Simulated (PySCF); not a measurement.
A structure optimised at PBE-D3(BJ)/def2-SVP, used in a PySCF frequency run:

```xyz
12

N     -1.2745    -1.5155    -0.5721
Sn     0.0073     0.0005    -0.0061
N      1.9993    -0.5047     0.1394
N     -0.2753     1.4814    -1.4240
O     -0.4528     0.4597     1.9041
H     -0.8816    -2.4183    -0.2681
H     -1.3044    -1.5590    -1.6014
H      2.5490     0.0339    -0.5449
H      2.3418    -0.2342     1.0727
H     -1.2846     1.6270    -1.5753
H      0.0838     2.3771    -1.0629
H     -1.3939     0.2410     2.0510
```

### Question
Write its SMILES and formula.

### Answer
[NH2][Sn]([NH2])([NH2])[OH], H7N3OSn

### Question
What are its rotational constants (standard atomic weights)?

### Answer
2.8000, 2.6303, 2.4086 GHz
